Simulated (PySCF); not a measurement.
Species: C5H7N3.
Structure used (GFN2-xTB), in Å, numbered top down from 1:
```xyz
15
C5H7N3 angstrom
C     -3.1358   -0.0951   -0.5285
C     -2.0781   -0.3060    0.2454
C     -0.7324   -0.0034   -0.1699
N     -0.3480    0.5019   -1.3141
N      0.9842    0.6272   -1.2972
C      1.4278    0.2020   -0.1479
C      2.8395    0.1617    0.2935
N      0.3747   -0.2147    0.6176
H     -4.1333   -0.3285   -0.2001
H     -3.0118    0.3191   -1.5134
H     -2.1784   -0.7224    1.2400
H      3.4654    0.5458   -0.5056
H      3.1394   -0.8603    0.5238
H      2.9794    0.7735    1.1844
H      0.4030   -0.5927    1.5500
```

Probes without a nucleus sit at each ring's centroid and 1 Å off its mean plane on both sides; NICS is minus the shielding there, NICSzz its component along the normal. Level: GIAO PBE0/pcSseg-1 (PySCF, non-relativistic, gas phase) on the GFN2-xTB geometry, one conformer.

Ring bond lengths (Å), with Mayer bond orders in brackets: C3–N4 1.309 (1.60), N4–N5 1.338 (1.23), N5–C6 1.303 (1.62), C6–N8 1.367 (1.12), N8–C3 1.375 (1.06).

Q: What do the NICS probes read (ppm)?

A: 
```csv
ring,type,NICS(0),"NICS(1), two faces","NICS(1)zz, two faces",rms pucker (Å),"centre to ring atoms, mean (Å)"
C3–N4–N5–C6–N8,5-membered ring with 3 N; formal bonds all aromatic,-10.1,-10.6 / -10.6,-27.3 / -27.3,0.00,1.14
```

Q: What do they say, and how far can they be read as aromaticity?

A: 
- C3–N4–N5–C6–N8: mean NICS(1)zz -27.3 ppm, shielded. The ring is flat and has no four-coordinate atom; by the NICS criterion it is aromatic.

Q: And the bond-length index? HOMA = 1 − mean of α(R − Ropt)² over the ring bonds, with Krygowski's 1993 parameters (CN: Ropt 1.334 Å, α 93.52 Å⁻²; NN: Ropt 1.309 Å, α 130.33 Å⁻²).

A: 
- C3–N4–N5–C6–N8: HOMA 0.90; the largest term is that of N8–C3, α(R − Ropt)² = 0.16. The geometric and the magnetic index point the same way.

Q: What is the mean of the two in-plane components of NICS at the second NICS(1) probe listed for ring C3–N4–N5–C6–N8, 1 Å off the ring?

A: The isotropic value is a third of the trace: (3 × -10.6 − (-27.3))/2 = -2.2 ppm.

Q: How shielded are the nuclei of the rings and their hydrogens (means over atoms taken as equivalent)?

A: 
```tsv
atoms	environment	σ isotropic (ppm)	principal values of the symmetric part, first atom (ppm)
C3	substituted aromatic carbon	30.5	-53.7, 42.6, 102.6
N4	pyridine-type nitrogen	-90.4	-341.1, -110.3, 180.3
N5	pyridine-type nitrogen	-94.6	-326.0, -120.3, 162.4
C6	substituted aromatic carbon	36.3	-47.4, 48.3, 108.0
N8	pyrrole-type nitrogen	84.2	-11.2, 118.4, 145.3
H15	N–H hydrogen	23.75	19.4, 25.4, 26.5
```

On one thread of an Arm Neoverse V1, shared host with 32 logical CPUs at a one-minute load of 20, this took 22 s wall and 0.75 GiB of memory at its peak. This is the whole shielding run at PBE0/pcSseg-1, SCF included.
